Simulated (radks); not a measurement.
Problem. These are the eigenvalues of the occupied orbitals of an atom or ion with whole-number occupations (eV). Method: scalar-relativistic Kohn-Sham, r2SCAN, spin-polarised, spherical densities, finite nucleus; meta-GGA in the generalised Kohn-Sham scheme; Fermi nuclear charge, rms radius of each element as measured or else 0.836 A^(1/3) + 0.57 fm; computed with a radial shooting solver on a logarithmic mesh with Libxc functionals.

orbital  eigenvalue
1s up     -55600.43
1s down   -55600.43
2s up     -9350.186
2s down   -9350.184
2p up     -8283.986
2p down   -8283.974
3s up     -2123.846
3s down   -2121.617
3p up     -1796.374
3p down   -1794.143
3d up     -1380.360
3d down   -1378.643
4s up     -452.5245
4s down   -447.6979
4p up     -344.1193
4p down   -339.3177
4d up     -197.0253
4d down   -192.2344
5s up      -82.5195
5s down    -80.4123
5p up      -56.0235
5p down    -54.5926
4f up      -36.7404
4f down    -32.4158

Which element is it, and in what charge state? The configuration may be excited. Open shells, if any, are filled with parallel spins first.

Solution. Z = 67, holmium, charge +3: Ho3+ in [Xe] 4f10. The list shows which subshells hold electrons but not how many an open one holds; the 1s level, -2043.3 hartree, gives Z - s = 63.9 by -(Z - s)^2/2, which with screening and relativity narrows Z to a few neighbours, and the depths of the outer levels then fix element, charge and occupations together.
